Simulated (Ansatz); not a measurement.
Geometry optimisation, RKS PBE0-D4/def2-SVP in Ansatz.

input.yaml

```yaml
crystal:
  periodic: [false, false, false]
  atoms:
    - { symbol: Ga, position_ang: [0.0, 0.0, 0.0] }
    - { symbol: O, position_ang: [0.0, 0.0, 1.79] }
    - { symbol: H, position_ang: [-0.9095, -0.2814, 2.1271] }
    - { symbol: Cl, position_ang: [1.9398, 0.0, -1.12] }
    - { symbol: Cl, position_ang: [-1.9398, 0.0, -1.12] }
basis:
  gaussian: { orbitals: def2-SVP }
hamiltonian:
  xc: pbe0
  dispersion: d4
relax:
  f_tol: 0.02
  max_steps: 40
output:
  orbitals: {}
```

Launched with:

```bash
$ ansatz run input.yaml --threads 2 --pin off --max-ram 3072MiB --backend cpu --events-out ev --progress --plain --runs-dir out
```

**Question.** Where does it end, and by what steps?

**Answer.** It converged. After 5 steps the energy has fallen by 0.274 eV; O2 moved furthest, 0.13 Å.

| step | energy less start (eV) | largest force component (eV/Å) | accepted |
| --- | --- | --- | --- |
| 0 | 0.0000 | 1.770 | yes |
| 1 | -0.1154 | 3.066 | yes |
| 2 | -0.0465 | 3.463 | no |
| 3 | -0.2681 | 0.409 | yes |
| 4 | -0.2628 | 0.294 | no |
| 5 | -0.2736 | 0.008 | yes |

```xyz
5
Properties=species:S:1:pos:R:3
Ga -0.015 -0.036 -0.026
O 0.001 -0.122 1.736
H -0.878 -0.156 2.130
Cl 1.835 0.046 -1.056
Cl -1.852 -0.015 -1.107
```

Whether the end is a true minimum wasn't checked by a vibrational analysis.

Run time: 13 s on 2 threads of Intel(R) Xeon(R) Platinum 8488C (Sapphire Rapids), with other jobs on the host, peak memory 0.21 GiB.
